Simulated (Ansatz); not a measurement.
Cartesian coordinates in Å:
```
N 0.534 1.132 -0.211
Al -0.472 0.744 -1.646
S -1.563 -1.130 -1.670
In -0.767 -1.839 0.516
Si 0.722 0.135 1.186
H 1.035 2.011 -0.216
H -0.518 1.787 -2.829
H -1.370 -3.365 1.001
H 2.138 -0.272 1.427
H 0.261 0.797 2.442
```

Total charge 0; spin multiplicity 1. In: def2 effective core potential.

Problem. List the r2SCAN/def2-TZVPP orbital energies in eV (Ansatz 0.2.0). (An estimate is asked.)

Solution. Computed: Occupied: -2408.35, -1791.34, -1517.04, -384.83, -212.79, -156.79, -156.76, -156.75, -141.74, -125.76, -110.53, -96.62, -96.58, -96.57, -82.46, -82.21, -82.14, -70.86, -70.67, -70.64, -21.69, -19.80, -19.67, -19.57, -19.53, -19.43, -17.22, -13.65, -11.71, -10.51, -10.12, -9.18, -8.34, -7.75, -7.28, -7.02, -6.48, -6.42. Lowest empty: -2.45, -1.11, -0.87, -0.70, 0.28, 0.44, 1.15, 1.41.
